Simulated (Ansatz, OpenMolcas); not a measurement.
## SnS: a line through the functionals

SnS has 2 atoms, charge 0, and is taken as a singlet. SMILES: `[S][Sn]`. The bond length is the measured one.

The HOMO–LUMO gap y, in eV, basis def2-TZVP with a core potential; a is the functional's share of exact exchange. Programs: Ansatz 0.2.0, OpenMolcas 26.06.

| functional | program | a | y (eV) |
| --- | --- | --- | --- |
| revPBE | Ansatz | 0 | 3.20 |
| BLYP | Ansatz | 0 | 3.10 |
| B3LYP | Ansatz | 0.2 | 4.41 |
| B97-1 | OpenMolcas | 0.21 | 4.54 |
| r2SCAN0 | Ansatz | 0.25 | ? |
| PBE0 | Ansatz | 0.25 | 4.83 |
| BHLYP | Ansatz | 0.5 | 6.36 |

Fit y = c + s·a to the known rows and predict r2SCAN0.


1. Means of the 6 rows: a = 0.1933, y = 4.407.
2. Σ(Δa)² = 0.17233, Σ(Δa·Δy) = 1.1112, so the slope is 1.1112/0.17233 = 6.4481.
3. Intercept: 4.407 − (6.4481) × 0.1933 = 3.161. The largest residual of the fit is 0.061.
4. r2SCAN0: 3.161 + (6.4481) × 0.25 = 4.77 eV.

The run gave 5.04 eV, so the prediction is off by -0.27 eV, more than the scatter of the fit. Exact exchange lowers occupied levels and raises empty ones. The rows mix families of semi-local functionals, which the line can't see.
